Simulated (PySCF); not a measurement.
Geometry (Å), atoms numbered from 1 in this order:
```xyz
18

F    -2.092    1.109   -2.052
C    -2.722    0.859   -0.884
F    -4.034    1.051   -1.123
F    -2.350    1.864   -0.052
Si   -2.277   -0.901   -0.151
O    -0.687   -1.049   -0.125
C     0.409   -0.240    0.265
C     1.623   -0.606   -0.562
Si    3.158    0.421   -0.098
H    -2.683   -1.896   -1.122
H    -2.935   -0.880    1.153
H     0.595   -0.417    1.330
H     0.154    0.814    0.130
H     1.377   -0.463   -1.615
H     1.825   -1.669   -0.430
H     4.289   -0.090   -0.871
H     2.923    1.832   -0.405
H     3.419    0.268    1.335
```

PySCF 2.14.0 with density-fitted response routines calculation with σ from GIAO-PBE0/pcSseg-1 and geometry: GFN2-xTB; gas phase, relativity neglected, fast rotation and ring inversion assumed for equivalent nuclei, single conformer.

Shifts are taken against calculated references (same method and geometry level): 13C (σ = 186.93 ppm) and 1H (σ = 31.72 ppm) and 29Si (σ = 349.16 ppm) vs TMS; 19F (σ = 170.95 ppm) against CFCl3; H2O for 17O (σ = 336.08 ppm).

| atoms | nucleus | count | Hirshfeld charge | δ (ppm) |
| --- | --- | --- | --- | --- |
| C2 | 13C | 1 | 0.16 | 138.6 |
| O6 | 17O | 1 | -0.22 | 32.0 |
| Si9 | 29Si | 1 | 0.32 | -77.9 |
| C7 | 13C | 1 | 0.01 | ? |
| H14/H15 | 1H | 2 | 0.04 | 1.39 |
| C8 | 13C | 1 | -0.16 | ? |
| H16/H17/H18 | 1H | 3 | -0.08 | ? |
| H10/H11 | 1H | 2 | -0.07 | 4.89 |
| Si5 | 29Si | 1 | 0.40 | -42.5 |
| H12/H13 | 1H | 2 | 0.04 | 4.11 |
| F1/F3/F4 | 19F | 3 | -0.11 | -76.1 |

Q: Fill in the missing shifts.

A: 
- C7: 67.3 ppm, sp3 CH2 bonded to O; pulled downfield by the heteroatom
- C8: 16.3 ppm, sp3 CH2 bonded to Si
- H16/H17/H18: 3.79 ppm, hydrogen on a silicon bonded to C

Shifts are as computed. Against solution values, carbons near 30 ppm lie about +3 ppm off and those near 130 ppm about +5 ppm. Of 1309 compounds with measured shifts, 239 miss one by over three times the rms of a fit or turn the order of signals round; such compounds aren't used in these exercises. Unscaled 19F shifts against computed CFCl3 carry errors that often reach 10 to 50 ppm. Experimental scales use liquid or dissolved standards, which lie at an offset from isolated H2O (liquid H2O: subtract about 36 ppm).
